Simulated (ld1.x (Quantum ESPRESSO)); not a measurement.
Reading a pseudo-wave (magnesium)

Columns: radius, all-electron u(r) and pseudo u(r) of the 3p shell (level -1.31 eV) of magnesium in the configuration [Ne] 3s2 3p0; PBEsol, scalar-relativistic, PAW scheme, ld1.x (Quantum ESPRESSO) 7.5.

| r (bohr) | all-electron | pseudo |
| --- | --- | --- |
| 0.198 | 0.1090 | -0.0057 |
| 0.395 | 0.1610 | -0.0223 |
| 0.593 | 0.1315 | -0.0490 |
| 0.790 | 0.0654 | -0.0840 |
| 0.988 | -0.0121 | -0.1258 |
| 1.185 | -0.0886 | -0.1717 |
| 1.383 | -0.1598 | -0.2198 |
| 1.580 | -0.2233 | -0.2674 |
| 1.778 | -0.2795 | -0.3129 |
| 1.975 | -0.3282 | -0.3542 |
| 2.173 | -0.3699 | -0.3903 |
| 2.370 | -0.4040 | -0.4203 |
| 2.568 | -0.4313 | -0.4440 |
| 2.765 | -0.4521 | -0.4615 |
| 2.963 | -0.4670 | -0.4734 |
| 3.160 | -0.4765 | -0.4803 |
| 3.358 | -0.4812 | -0.4831 |
| 3.555 | -0.4818 | -0.4824 |
| 3.753 | -0.4788 | -0.4788 |
| 3.950 | -0.4726 | -0.4726 |
| 4.148 | -0.4639 | -0.4639 |
| 4.345 | -0.4532 | -0.4532 |
| 4.542 | -0.4409 | -0.4409 |
| 4.740 | -0.4274 | -0.4274 |
| 4.938 | -0.4130 | -0.4130 |
| 5.135 | -0.3982 | -0.3982 |

**Question.** How many radial nodes do the two functions have?

**Answer.** The all-electron 3p function has n − l − 1 = 1; the pseudo-wave has 0, since the states of the same l below it are removed with the core.

**Question.** At about which radius was the pseudo-wave matched?

**Answer.** 3.95 bohr, where the columns begin to agree (steps of 0.20 bohr).

**Question.** Is the pseudo-wave norm-conserving?

**Answer.** No, it belongs to a PAW set: the norm inside the radius is not constrained, and the difference is carried by the augmentation charge.
